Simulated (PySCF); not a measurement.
**Exercise with solution: oscillator strength and radiative lifetime**

C3H12Si3, SMILES C=CC([SiH3])([SiH3])[SiH3].

Geometry: PBE-D3(BJ)/def2-SVP. The structure was generated by enumeration, and PubChem lists no compound with its InChIKey, so it may never have been made. Other conformers were not sampled.

TDA-ωB97X/def2-SVPD run with PySCF 2.14.0 puts the first singlet state with f over 0.02 at 6.85 eV (vertical), with the transition dipole (-1.359, 0.560, 0.000) in atomic units.

### Question
Find the oscillator strength, the wavelength and the radiative lifetime that this transition would have in vacuum if emission retraced absorption.

### Answer

|μ|² = 2.1605 au, so |μ| = 3.74 D. ΔE = 6.85/27.211 = 0.2517 hartree. f = (2/3) ΔE |μ|² = 0.363 (the program prints 0.363).
λ = 1239.84/6.85 = 181 nm; ν = 55249 cm⁻¹.
Einstein's coefficient A = 0.6670 ν² f s⁻¹ (ν in cm⁻¹) = 7.4e8 s⁻¹, so τ = 1/A = 1.4 ns. This state is S1. The figure is the radiative limit of this one transition; relaxation, internal conversion, crossing to triplets and a medium change what is measured.
